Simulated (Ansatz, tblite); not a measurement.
Removing and adding an electron: Sn₁₀O₄H₁₆. Charge 0, multiplicity 1. Geometry: PBE-D4/def2-SVP. Ansatz, gas phase; energy differences of separate SCF runs; the oxidised species was run as a doublet alone; the reduced species was run as a doublet alone.

```xyz
30

Sn   -2.7089    0.9551    0.9389
Sn   -0.0094   -1.3219   -2.3607
Sn    0.7270   -1.7869    2.0940
Sn    2.3094    2.6067   -0.4858
Sn   -1.8782   -0.9632    2.8412
Sn    0.4369   -3.2562   -0.3261
Sn   -2.2672    0.3036   -1.7787
Sn   -1.2517    3.3782    0.9114
Sn    2.0777    0.5770   -2.5752
Sn    1.8583    0.8204    1.7618
O    -0.3983   -2.1899   -4.1683
O     1.2196   -2.9443    3.7070
O     3.6576    0.7968    0.5621
O     0.0218    3.2187   -0.7581
H    -4.3434    1.5193    1.1759
H    -1.2363   -2.6924   -4.1260
H     2.1748   -3.1510    3.6757
H     3.7939   -0.0094    0.0243
H    -3.1072   -2.1899    2.7952
H    -1.9681   -0.1945    4.3957
H    -0.7777   -4.4997   -0.2164
H     1.9370   -4.0699   -0.6713
H    -3.7765   -0.1444   -2.5191
H    -1.8907    1.8768   -2.4822
H    -0.4692    2.8302   -1.5171
H    -2.1663    4.7989    0.4888
H     1.9360    1.1371   -4.2220
H     3.5438   -0.3835   -2.5626
H    -0.0520    3.8215    2.0808
H     2.6075    1.1568    3.3171
```

In the def2 sets Sn takes a core potential; there is no spin–orbit coupling. The xTB rows come from tblite. Single mean-field runs in def2-TZVP are fitted with def2-universal-jkfit. HOMO above LUMO, or a gap near zero within one spin, warns that the state may not be the lowest or that an electron is smeared out.

**Question.** Estimate orbital energies and vertical ionisation energies and electron affinities at: GFN1-xTB; GFN2-xTB; LDA (SPW92)/def2-TZVP; PBE-D4/def2-TZVP; PBE0-D4/def2-TZVP.

**Answer.** 
```json
{"level": "GFN1-xTB", "−HOMO (eV)": "10.57", "vertical IE (eV)": "12.20", "−LUMO (eV)": "8.45", "vertical EA (eV)": "6.84", "HOMO–LUMO gap (eV)": "2.12", "IE − EA (eV)": "5.36", "remarks": "–"}
{"level": "GFN2-xTB", "−HOMO (eV)": "10.47", "vertical IE (eV)": "12.03", "−LUMO (eV)": "8.91", "vertical EA (eV)": "7.41", "HOMO–LUMO gap (eV)": "1.57", "IE − EA (eV)": "4.62", "remarks": "–"}
{"level": "LDA (SPW92)/def2-TZVP", "−HOMO (eV)": "5.47", "vertical IE (eV)": "7.12", "−LUMO (eV)": "3.39", "vertical EA (eV)": "1.86", "HOMO–LUMO gap (eV)": "2.08", "IE − EA (eV)": "5.26", "remarks": "gap within one spin near zero (-1 doublet)"}
{"level": "PBE-D4/def2-TZVP", "−HOMO (eV)": "5.29", "vertical IE (eV)": "6.96", "−LUMO (eV)": "3.17", "vertical EA (eV)": "1.71", "HOMO–LUMO gap (eV)": "2.11", "IE − EA (eV)": "5.26", "remarks": "–"}
{"level": "PBE0-D4/def2-TZVP", "−HOMO (eV)": "6.02", "vertical IE (eV)": "7.14", "−LUMO (eV)": "2.60", "vertical EA (eV)": "1.63", "HOMO–LUMO gap (eV)": "3.42", "IE − EA (eV)": "5.51", "remarks": "–"}
```

Relaxing the oxidised species (PBE-D4/def2-SVP) changes its energy by -0.66 eV at PBE-D4/def2-TZVP, so the adiabatic ionisation energy to this nearest minimum is 6.31 eV. At PBE0-D4/def2-TZVP it is 6.38 eV.  Relaxing the reduced species (PBE-D4/def2-SVP) changes its energy by -0.51 eV at PBE-D4/def2-TZVP, so the adiabatic electron affinity to this nearest minimum is 2.22 eV. At PBE0-D4/def2-TZVP it is 1.99 eV.     Raw xTB energy differences between charge states are shifted by several eV; the methods need an empirical correction for them. Sets without diffuse functions give affinities that are too small.
